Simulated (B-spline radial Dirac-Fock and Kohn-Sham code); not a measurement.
**Ne²⁺: non-radiative channels of the 1s vacancy**

System: Ne²⁺, [He] 2s2 2p4.

Input file task.json (cfg lists n, l and occupation; rrms is the nuclear radius in fm):

```json
{"items": [{
  "Z": 10,
  "q": 2,
  "cfg": [[1, 0, 2], [2, 0, 2], [2, 1, 4]],
  "A": 20,
  "rrms": 3.0055,
  "do": ["binding", "quiet", "decay"],
  "holes": ["K", "L1"]
}]}
```

Run with: `python xray_run.py task.json out`

These are calculated numbers from an atomic code on a B-spline grid; the model is independent-particle radiative and Coulomb Auger rates from relativistic LDA hole-state orbitals, with Dirac-Fock energies. Kinetic energies are configuration averages from the vacuum level; the two-hole energies are estimated from single-hole states. In a light atom the jj labels are a bookkeeping device: LS coupling regroups the channels of one nl pair.

| transition | kinetic energy (eV) | width (meV) | share (%) |
| --- | --- | --- | --- |
| K-L1L1 | 717.7 | 31.0 | 15.9 |
| K-L1L2 | 746.0 | 22.1 | 11.3 |
| K-L1L3 | 746.2 | 43.6 | 22.4 |
| K-L2L2 | 768.6 | 2.38 | 1.2 |
| K-L2L3 | 768.8 | 60.9 | 31.3 |
| K-L3L3 | 768.9 | 35.0 | 17.9 |

The listed channels hold 100 % of the non-radiative rate. Summed by principal shells, of 0.195 eV in all: KLL 100.0 %.
